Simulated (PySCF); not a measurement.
CH5ClFNSi, SMILES NC[Si@H](F)Cl.

The structure is a stationary point at B3LYP-D3(BJ)/def2-SVP. The structure was generated by enumeration; whether it is a known compound was not checked. The values are those of a single conformer.

Level of theory: B3LYP-D3(BJ)/def2-SVP (PySCF).

Frequencies are harmonic and unscaled.

**Question.** List the normal modes with their intensities. (The exact figures need the calculation; the answer reports its results.)

**Answer.** 
```csv
mode,ν (cm⁻¹),IR (km/mol),Raman (Å⁴/amu),depolarisation,moving atoms (share of kinetic energy)
1,77,1.0,0.0,–,"H 31 %, N 29 %, C 14 %, F 11 %, Si 8 %"
2,113,3.2,1.1,0.63,"N 26 %, Cl 20 %, Si 18 %, F 14 %, H 14 %"
3,217,11.6,1.4,0.64,"F 42 %, H 16 %, Cl 13 %, N 11 %, C 10 %"
4,249,40.4,1.0,0.70,"H 38 %, F 26 %, Si 22 %"
5,299,0.5,6.8,0.36,"Cl 30 %, N 27 %, H 15 %, C 13 %, F 8 %"
6,323,26.1,1.8,0.73,"H 73 %, Si 10 %"
7,553,90.2,11.0,0.18,"Si 47 %, Cl 35 %, H 9 %"
8,672,10.7,8.5,0.44,"H 53 %, C 35 %"
9,731,146.5,4.1,0.06,"H 37 %, Si 31 %, C 27 %"
10,827,102.8,9.2,0.72,"H 82 %, F 8 %"
11,843,3.5,6.4,0.70,"H 65 %, F 20 %, Si 8 %"
12,846,246.4,3.2,0.75,"H 70 %, N 19 %"
13,917,164.8,2.3,0.33,"Si 40 %, H 28 %, F 27 %"
14,1076,11.6,2.8,0.57,"C 39 %, N 30 %, H 30 %"
15,1080,8.2,1.1,0.75,H 87 %
16,1270,0.9,2.9,0.24,"H 73 %, C 24 %"
17,1360,0.2,6.7,0.75,"H 82 %, N 10 %"
18,1419,4.9,11.9,0.75,H 93 %
19,1635,20.3,7.5,0.64,H 92 %
20,2261,119.3,129.0,0.17,H 97 %
21,3031,11.3,114.4,0.11,H 95 %
22,3082,6.9,80.3,0.75,"H 90 %, C 9 %"
23,3491,1.7,98.7,0.09,H 96 %
24,3572,3.6,53.4,0.75,"H 92 %, N 8 %"
```
